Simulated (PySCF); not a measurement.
Unknowns

Averaged over atoms made equivalent by symmetry, fast rotation or ring inversion, one computed conformer, gas phase, non-relativistic Hamiltonian. Structure optimised with GFN2-xTB; σ from GIAO-PBE0/pcSseg-1; PySCF 2.14.0 with density-fitted response routines.

Scale: TMS for 1H (σref 31.72) and 13C (σref 186.93) (reference shieldings calculated alike). Splittings of carbon signals by F and P are missing where no couplings were computed. Where no couplings were computed, multiplicities follow the n + 1 count of equivalent neighbours, and m marks all less simple cases (inequivalent or close neighbours, rings, F or P nearby). Shifts are as computed. Against solution values, carbons near 30 ppm lie about +3 ppm off and those near 130 ppm about +5 ppm; carbons on Cl a further +6 ppm. Of 1211 compounds with measured shifts, 218 miss one by over three times the rms of a fit or turn the order of signals round; such compounds aren't used in these exercises. Carbons bonded to Cl come out too deshielded.

Problem. C5H5ClF3N2P. 1H NMR (400 MHz, computed): δ 4.71 (m, 2H), 2.73 (m, 3H). 13C{1H} NMR (computed): δ 184.1 (C), 177.0 (C), 132.4 (C), 56.0 (CH2), 16.6 (CH3). Identify the compound.

Solution. SMILES Cc1pc(Cl)nn1CC(F)(F)F. 5 carbon signals for 5 carbons: no two carbons are equivalent. Carbon types of the structure: 3 × C, 1 × CH2, 1 × CH3, which accounts for all hydrogens. δC 184.1: substituted aromatic carbon next to a ring nitrogen. δC 177.0: aromatic carbon bearing chlorine. δC 132.4: CF3 carbon; 3 electronegative neighbours deshield it. δH 4.71: hydrogen on an sp3 CH2 bonded to N; its carbon carries N, hence the downfield position.

The data come from this structure; uniqueness wasn't tested.

Problem. C9H11P. 1H NMR (400 MHz, computed): δ 7.64 (m, 2H), 7.46 (m, 2H), 3.00 (m, 4H), 0.79 (m, 3H). 13C{1H} NMR (computed): δ 146.9 (C), 133.3 (CH), 131.8 (CH), 39.2 (CH2), 12.4 (CH3). Identify the compound.

Solution. `CP1Cc2ccccc2C1`. 5 carbon signals for 9 carbons: some carbons are equivalent by symmetry or fast rotation. Carbon types of the structure: 2 × C, 4 × CH, 2 × CH2, 1 × CH3, which accounts for all hydrogens. δC 146.9: substituted aromatic carbon. δC 133.3, 131.8: aromatic CH; the aromatic region. δH 7.64, 7.46: hydrogen on an aromatic CH; ring-current deshielding. δH 3.00: hydrogen on an sp3 CH2 bonded to P, on an aromatic ring; benzylic-type position, deshielded by the ring.

The data come from this structure; uniqueness wasn't tested.
